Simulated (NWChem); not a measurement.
## Excited singlets of F$_{2}$Ge by symmetry

```xyz
3

Ge     0.0000     0.0000    -0.4160
F      1.3105     0.0000     0.7395
F     -1.3105     0.0000     0.7395
```
Charge 0, spin multiplicity 1.

Everything below was run with NWChem. The geometry was optimised at PBE0/def2-SVP, a minimum by its harmonic frequencies.

Basis set: def2-SVPD. Symmetry labels belong to the abelian group C2v used in the runs, with the axes of the coordinates shown. Entries are the lowest vertical excitation energy of each symmetry in eV (for CIS and TDDFT among the lowest few roots); a state of one symmetry need not have the same character in every method. Symmetries that some method's roots don't reach, or where a double excitation leads the EOM-CCSD root, are left out.

The Hamiltonian is non-relativistic. The correlated methods keep 11 core orbitals frozen. B3LYP has NWChem's definition, with VWN1-RPA local correlation. The structure started from a generated list of species. Coupled-cluster values serve here as a point of comparison, not as the truth.

```
method            b2    b1    a1     a2
--------------  ----  ----  ----  -----
CIS             6.12  8.67  9.25  10.03
TD-PBE          5.19  6.72  7.45   5.88
TD-B3LYP        5.43  7.35  8.07   6.63
TD-LDA (SVWN5)  5.22  6.76  7.52   5.89
EOM-CCSD         [?]   [?]   [?]    [?]
```

### Question
What belongs in the gaps?

### Answer

- EOM-CCSD, b2: 5.62
- EOM-CCSD, b1: 8.11
- EOM-CCSD, a1: 8.74
- EOM-CCSD, a2: 7.80
